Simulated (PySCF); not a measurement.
# Magnesium: a sound run and one with changed settings

Sound run: Mg+ [Ne] 3s1, Mg(2+) [Ne]. Computed with PySCF 2.14 in aug-cc-pVDZ-DK (5s4p2d, 27 functions), with scalar relativity by spin-free X2C-1e. The sound run starts from symmetry-adapted Hartree-Fock orbitals and uses a fine grid where one is needed.

Changed run: initial guess 1e, at most 50 SCF cycles.

| species | method | sound run (hartree) | changed run (hartree) | converged |
| --- | --- | --- | --- | --- |
| Mg+ | UHF | -199.67045 | -199.67045 | yes |
| Mg+ | TPSS | -200.11130 | -200.11130 | yes |
| Mg+ | r2SCAN | -200.07024 | -200.07024 | yes |
| Mg(2+) | UHF | -199.12896 | -199.12896 | yes |
| Mg(2+) | TPSS | -199.55796 | -199.55796 | yes |
| Mg(2+) | r2SCAN | -199.51873 | -199.51873 | yes |

Here the plain start reaches the same solutions.
